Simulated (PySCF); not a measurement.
**Removing an electron from Sn(vinyl)I3**

Sn(vinyl)I3, C₂H₃I₃Sn.
Geometry (PBE0-D3(BJ)/def2-SVP, Å), atoms numbered from 1 in this order:
```xyz
9
C2H3I3Sn angstrom
Sn    -0.1044    0.3244   -1.2394
C     -0.1637    0.3560    0.8903
C      0.2693   -0.6696    1.6224
H     -0.5744    1.2624    1.3492
H      0.6745   -1.5867    1.1801
H      0.2340   -0.6382    2.7179
I      2.4300    0.3125   -2.1449
I     -1.3705    2.4808   -2.2198
I     -1.2620   -1.9108   -2.1814
```

Level: B3LYP/def2-SVPD (PySCF). Frontier orbitals with their largest atomic shares (Löwdin; up to four atoms above 4 %):

| orbital | ε (eV) | main atoms |
| --- | --- | --- |
| HOMO−3 | -7.67 | I9 29 %, I7 29 %, I8 23 %, Sn1 8 % |
| HOMO−2 | -7.54 | I8 46 %, I9 32 %, I7 18 % |
| HOMO−1 | -7.47 | I7 48 %, I9 30 %, I8 17 % |
| HOMO | -7.35 | ? |
| LUMO | -3.18 | I8 22 %, I7 22 %, I9 22 %, Sn1 22 % |
| LUMO+1 | -1.91 | C3 25 %, C2 23 %, Sn1 20 %, I7 10 % |
| LUMO+2 | -1.09 | Sn1 33 %, I8 24 %, I9 16 %, I7 13 % |

**Question.** What vertical ionisation energy does ΔSCF give, and how far is −ε(HOMO) from it?

**Answer.** ΔSCF: 9.07 eV (875 kJ/mol; threshold wavelength 137 nm); ⟨S²⟩ of the doublet left behind is 0.754, against 0.75 for a pure doublet. −ε(HOMO) is 7.35 eV, 1.72 eV below it. For the exact functional −ε(HOMO) would equal the first vertical ionisation energy; B3LYP (global hybrid, 20 % exact exchange) falls short of its own ΔSCF value by 19 %.

**Question.** On which atoms does the HOMO lie?

**Answer.** I7 (iodine bonded to Sn) 42 %, I9 (iodine bonded to Sn) 37 %, I8 (iodine bonded to Sn) 21 %. The HOMO−1 lies 0.12 eV lower.

**Question.** And the vertical electron affinity, the fundamental gap, Mulliken's electronegativity and the hardness (with the factor ½)?

**Answer.** EA = 1.62 eV by ΔSCF (−ε(LUMO) = 3.18 eV). IE − EA = 7.45 eV against an orbital gap of 4.17 eV; (IE + EA)/2 = 5.35 eV; (IE − EA)/2 = 3.73 eV.

**Question.** With α = 182.1 au, estimate the like-pair dispersion coefficient by London's formula C6 = (3/4)α²I.

**Answer.** I = 0.3335 Eh, so C6 ≈ 8290 au, a rough estimate.

**Question.** How many of the 10 lowest singlet excitations (vertical TDDFT, same level) lie below the ionisation energy?

**Answer.** All 10; they run from 3.31 to 4.87 eV.

**Question.** What total energies stand behind the ΔSCF value?

**Answer.** E(N) = -1185.82956 Eh and E(N − 1) = -1185.49610 Eh at the same geometry, 0.33346 Eh apart. With one more electron, E(N + 1) = -1185.88917 Eh.

The structure is a single PBE0-D3(BJ)/def2-SVP conformer in the gas phase; no vibrational or solvent corrections. Atoms past krypton carry effective core potentials; spin–orbit coupling is left out.

These values come from a run that also computed excited states and ΔSCF ions. The run took 6.7 min wall (with the writing of density and orbital grids) on Arm Neoverse V1, one thread, no GPU, shared host with 32 logical CPUs at a one-minute load of 26, and the process peaked at 1.1 GiB of memory.
